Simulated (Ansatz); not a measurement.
A run for Ansatz (a program for electronic structure): R-PBE/def2-TZVPP on H4Si2 (SMILES [SiH][SiH3]), atoms moved off the minimum.

Ansatz 0.2 input:
```yaml
crystal:
  periodic: [false, false, false]
  atoms:
    - {symbol: Si, position_ang: [0.00607329, 1.00689505, 0.79775813]}
    - {symbol: H, position_ang: [-0.43571781, 1.85192610, -0.39852145]}
    - {symbol: Si, position_ang: [0.01783854, -0.88069764, -0.54950080]}
    - {symbol: H, position_ang: [0.94716128, -0.65714206, -1.67926880]}
    - {symbol: H, position_ang: [-1.28715396, -1.10089185, -1.12018944]}
    - {symbol: H, position_ang: [0.43568068, -2.23649690, 0.10505008]}
basis:
  gaussian:
    orbitals: def2-TZVPP
hamiltonian:
  xc: {name: PBE}
scf: {lower_state_search: off}
output: {forces: true}
```

Task: What total energy does the run end on?

Result: -581.0102 hartree.
